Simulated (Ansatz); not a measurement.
Program: Ansatz. Geometries: PBE0-D4/def2-TZVP. ΔE: electronic, gas phase. CCSD(T)/CBS is the MP2 limit (def2-TZVPP, def2-QZVPP) plus CCSD(T) − MP2 in def2-TZVPP, frozen cores. This one scheme is used for every species. Functionals use def2-TZVPP. B3LYP here is the variant with VWN-RPA as its local correlation; programs differ in this. For Se, Ti outer-core shells are correlated without core-valence functions, which leaves a few kJ/mol of doubt a bond. Scalar relativity is left out up to krypton. One conformer a species, not always the lowest.

`[OH][Ti]([F])([Cl])[SeH]` + dimethylamine → `C[N](C)[Ti]([F])([Cl])[SeH]` + H₂O  (ligand exchange at a Ti–O bond)

```tsv
level	ΔE (kJ/mol)
PBE-D4	23.6
B3LYP-D4	25.1
ωB97X-V	32.2
B3LYP	41.6
MP2/def2-TZVPP	1.7
HF/def2-QZVPP	55.9
MP2/def2-QZVPP	-1.3
HF/CBS(def2)	55.9
```

(1) What does CCSD(T)/CBS give? (Estimate.)

Largest T1 diagnostic among the species: 0.023, so the coupled-cluster value is less sure than usual.

Answers

(1) Computed: +8.6 kJ/mol. The listed levels differ from it by 15.0, 16.5, 23.6, 33.0, -6.9, 47.3, -9.9, 47.3 kJ/mol.

The D4 term adds −16.6 kJ/mol with B3LYP and −9.8 kJ/mol with PBE0; it sums over pairs of atoms, weighted by their polarisabilities, and B3LYP, whose exchange is more repulsive, gets the larger term. In def2-TZVPP, CCSD(T) changes the Hartree–Fock value by −42.2 kJ/mol (the triples alone add −8.9 kJ/mol) and MP2 by −54.2 kJ/mol.
